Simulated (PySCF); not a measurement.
Bonds: N1-C2 1.147 Å, C2-C3 1.403 Å, C3-C4 1.349 Å, C4-Si5 1.891 Å, Si5-C6 1.980 Å, C6-F7 1.386 Å, C6-C8 1.485 Å, C8-N9 1.255 Å, C6-C3 1.517 Å. C4 carries H10; Si5 carries H11, H12; C8 carries H13; N9 carries H14.

Theory: structure optimised with GFN2-xTB, GIAO PBE0/pcSseg-1 shieldings, in PySCF 2.14 (isolated molecule, one conformer, relativity neglected).

Chemical shifts δ = σref − σ; TMS for 13C (σ = 186.93 ppm), all at this level.

Do the 13C shifts follow the atomic charges (in e)? Tabulate both.

Answers


```
atoms  hybridisation  δ (ppm)  σ para (ppm)  Hirshfeld    IAO  Mulliken  ESP-fitted
   C8              –    177.2          -241      +0.04  +0.02     +0.10       +0.40
   C4              –    166.3          -232      -0.10  -0.37     -0.22       -0.38
   C3              –    143.3          -221      +0.01  -0.03     -0.19       -0.00
   C2              –    118.1          -188      +0.08  +0.14     +0.20       +0.45
   C6              –    104.3          -165      +0.02  +0.04     -0.04       -0.10
```

Correlation coefficients of δ with charge over these carbons: Hirshfeld -0.46, IAO -0.54, Mulliken -0.24, ESP-fitted -0.05; with the paramagnetic shielding -0.98. With so few points these coefficients are fragile. Charge is one influence among several: hybridisation and low-lying excitations act through the paramagnetic term.

Shifts are as computed. Against solution values, carbons near 30 ppm lie about +3 ppm off and those near 130 ppm about +5 ppm. Of 1211 compounds with measured shifts, 218 miss one by over three times the rms of a fit or turn the order of signals round; such compounds aren't used in these exercises.
